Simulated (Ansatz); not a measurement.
**A geometry optimisation of CH3AlIn with r2SCAN-D4/def2-SVP**

The starting geometry of this gas-phase doublet was optimised with GFN2-xTB.

```yaml
atoms:
  - { symbol: C, position_ang: [-2.7557, 0.0842, 0.6631] }
  - { symbol: Al, position_ang: [-2.4595, 2.0229, 0.6617] }
  - { symbol: In, position_ang: [-2.7696, 0.5230, 3.1103] }
  - { symbol: H, position_ang: [-3.6822, -0.2246, 0.1442] }
  - { symbol: H, position_ang: [-1.9396, -0.4941, 0.1916] }
  - { symbol: H, position_ang: [-2.2254, 3.3376, -0.2684] }
```

Q: Predict what becomes of its bonds when it is optimised with r2SCAN-D4/def2-SVP.

A: A bond breaks, giving a structure given below by its coordinates. Contacts that open: Al2–In3 (2.89 → 3.65 Å).

The energy falls by 0.47 eV over 17 steps:

```json
{"step": "1", "E − E(last) (eV)": "0.470"}
{"step": "3", "E − E(last) (eV)": "0.293"}
{"step": "5", "E − E(last) (eV)": "0.218"}
{"step": "6", "E − E(last) (eV)": "0.161"}
{"step": "8", "E − E(last) (eV)": "0.078"}
{"step": "10", "E − E(last) (eV)": "0.022"}
{"step": "12", "E − E(last) (eV)": "0.002"}
{"step": "13", "E − E(last) (eV)": "0.001"}
{"step": "15", "E − E(last) (eV)": "0.000"}
{"step": "17", "E − E(last) (eV)": "0.000"}
```

Final geometry (Å):

| atom | x (Å) | y (Å) | z (Å) |
| --- | --- | --- | --- |
| C | -2.8905 | 0.3740 | 0.7327 |
| Al | -3.0381 | 2.1612 | 0.0166 |
| In | -2.4633 | 0.0506 | 2.9395 |
| H | -3.7669 | -0.2753 | 0.5427 |
| H | -1.9872 | -0.1102 | 0.2981 |
| H | -1.6862 | 3.0488 | -0.0273 |

No frequencies were run, so the end isn't proven a minimum. Open shells are spin-unrestricted. Atoms past krypton carry core potentials, without spin–orbit terms. Run with Ansatz 0.2.0, 2.2 min on 1 thread of Intel(R) Xeon(R) Platinum 8259CL CPU @ 2.50GHz (Skylake/Cascade Lake), with other jobs on the host.
